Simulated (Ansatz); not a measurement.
`O[SiH](I)[SiH2]F`, relaxed with RKS PBE0-D4/def2-TZVP in the Gaussian-basis code of Ansatz from a PBE-D4/def2-SVP geometry. The force threshold is 0.005 eV/Å; the program also tests the step.

Total charge 0; spin multiplicity 1. I takes the def2 core potential.

Start:

```xyz
9

O     1.774    0.132   -0.831
Si    0.250   -0.547   -0.644
I    -1.243   -0.068   -2.571
Si   -0.651    0.531    1.241
F    -2.175   -0.046    1.461
H     2.310   -0.208   -1.570
H     0.306   -2.050   -0.564
H    -0.716    2.011    0.993
H     0.144    0.245    2.486
```

```json
{"step": "1", "energy (eV)": "-28681.0809", "largest force (eV/Å)": "0.883", "largest move (Å)": "0.000"}
{"step": "2", "energy (eV)": "-28681.1266", "largest force (eV/Å)": "0.598", "largest move (Å)": "0.088"}
{"step": "3", "energy (eV)": "-28681.1434", "largest force (eV/Å)": "0.402", "largest move (Å)": "0.047"}
{"step": "4", "energy (eV)": "-28681.1463", "largest force (eV/Å)": "0.323", "largest move (Å)": "0.026"}
{"step": "5", "energy (eV)": "-28681.1511", "largest force (eV/Å)": "0.122", "largest move (Å)": "0.019"}
{"step": "6 (rejected)", "energy (eV)": "-28681.1501", "largest force (eV/Å)": "0.070", "largest move (Å)": "0.030"}
{"step": "7", "energy (eV)": "-28681.1520", "largest force (eV/Å)": "0.015", "largest move (Å)": "0.013"}
{"step": "8", "energy (eV)": "-28681.1520", "largest force (eV/Å)": "0.004", "largest move (Å)": "0.006"}
```

End:

```xyz
9

O     1.756    0.083   -0.825
Si    0.254   -0.551   -0.635
I    -1.178   -0.058   -2.565
Si   -0.654    0.527    1.238
F    -2.136   -0.040    1.472
H     2.271   -0.175   -1.593
H     0.288   -2.035   -0.553
H    -0.737    1.988    0.994
H     0.135    0.260    2.468
```

Run time 50 s (4 threads of an Intel Xeon Platinum 8175M on a shared host); peak host memory 0.66 GiB.
